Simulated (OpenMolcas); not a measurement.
**Ti2+: Racah parameters, the spin-orbit constant, worked from levels**

| Quantity | Value |
| --- | --- |
| Program | OpenMolcas 26.06 |
| Basis | ANO-RCC-VTZP [6s5p3d2f1g] |
| Scalar Hamiltonian | DKH2, point nucleus |
| Active space | 8 electrons in 8 orbitals (RAS1 3p, at most 2 holes; RAS2 3d) |
| State averaging | 2S+1 = 3 even, 10 roots; 2S+1 = 1 even, 15 roots |
| Spin-orbit coupling | state interaction with AMFI integrals over the reference wave functions, term energies averaged over their components |

Methods: RASSCF; SS-RASPT2, IPEA 0.25 Eh, imaginary shift 0.1 Eh (closed shells correlated: 3s). Measured levels: Corliss and Sugar, J. Phys. Chem. Ref. Data 8, 1 (1979).

**Racah parameters.** Above 3F, d2 has 3P at 15B, 1G at 12B + 2C and 1D at 5B + 2C. The first two fix B and C, and the third tests them; where it misses by thousands of cm-1, two parameters do not describe the configuration (Trees and configuration-interaction terms are left out) and B and C hang on the terms chosen. Term energies are centres of gravity, weighted by 2J + 1.

| Source | 3P | 1G | B | C | C/B | 1D from B, C | 1D found |
| --- | --- | --- | --- | --- | --- | --- | --- |
| RASSCF | 12910 | 18213 | 861 | 3942 | 4.58 | 12189 | 10231 |
| SS-RASPT2 | 10874 | 14450 | 725 | 2875 | 3.97 | 9375 | 8338 |
| measured | 10420 | 14156 | 695 | 2910 | 4.19 | 9295 | 8232 |

Energies in cm-1. From RASSCF to SS-RASPT2, B changes by -15.8 % and C by -27.1 %. Against the measured terms, SS-RASPT2 has B off by +4.3 % and C by -1.2 %.

**The spin-orbit constant.** For the Hund term 3F of d2, E(J) = (A/2) J(J+1) + constant and ζ = 2S·A = 2A. From J = 2 to J = 4 the energy changes by 7 A.

```tsv
Source	E(4) - E(2)	A	ζ
RASSCF	491.7	70.2	140
SS-RASPT2	492.4	70.3	141
measured	420.4	60.1	120
```

All in cm-1. SS-RASPT2 is off by +17.1 % and RASSCF by +17.0 %. Both methods take the spin-orbit matrix elements from the reference wave functions, so the second can move ζ only through the term energies and any multistate remixing. Second-order mixing with other terms is absorbed into this ζ.

CASPT2 breaks the degeneracy within a term, and the mean is taken; among the terms shown or strongly mixed into the levels shown the widest spread is 410 cm-1 (3d2 1G, SS-RASPT2). Active for correlation alone: 3p; no level in the range computed is led by a configuration that opens it, so any true level of that kind is missing. Without dynamic correlation excited terms often stand tens of per cent too high (terms of higher spin than the ground term too low), and those without a measured partner can miss by more than the paired ones (holds for RASSCF). Measured partners are found by configuration, term and J. A level has none where our copy of the source lacks it or the pairing is in doubt (some pairs that miss far off the trend of their configuration count as doubtful), and it then counts in no deviation. Only configurations of the active space appear.
